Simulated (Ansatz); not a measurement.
Ansatz (a quantum-chemistry and plane-wave program) input:

Ansatz 0.2 input:
```yaml
crystal:
  periodic: [false, false, false]
  atoms:
    - {symbol: Si, position_ang: [0.14897059, 0.15894680, 0.15369391]}
    - {symbol: O, position_ang: [-0.19656642, -1.21423955, -1.09598286]}
    - {symbol: O, position_ang: [1.73698504, 0.09588553, -0.01463037]}
    - {symbol: N, position_ang: [-0.62601228, 1.42689150, -0.65481008]}
    - {symbol: N, position_ang: [-0.47772391, -0.59391536, 1.53249184]}
    - {symbol: H, position_ang: [0.12114924, -2.09386778, -0.84937230]}
    - {symbol: H, position_ang: [2.37469121, 0.63109315, 0.44917447]}
    - {symbol: H, position_ang: [-1.60800690, 1.61638417, -0.54351214]}
    - {symbol: H, position_ang: [-0.13230994, 2.25162703, -0.95690320]}
    - {symbol: H, position_ang: [0.09156112, -0.80378489, 2.33681463]}
    - {symbol: H, position_ang: [-1.45015952, -0.53525178, 1.78450913]}
    - {symbol: H, position_ang: [0.03487929, -1.01119533, -2.01288134]}
basis:
  gaussian:
    orbitals: def2-TZVP
hamiltonian:
  xc: b3lyp
  dispersion: d3bj
total_charge: 1
relax: {f_tol: 0.002, max_steps: 150}
```

**Question.** Which total energy does the run end on?

**Answer.** -553.72880 Eh (B3LYP-D3(BJ)/def2-TZVP). The basis has 203 functions.

It need not be the lowest isomer of its formula.
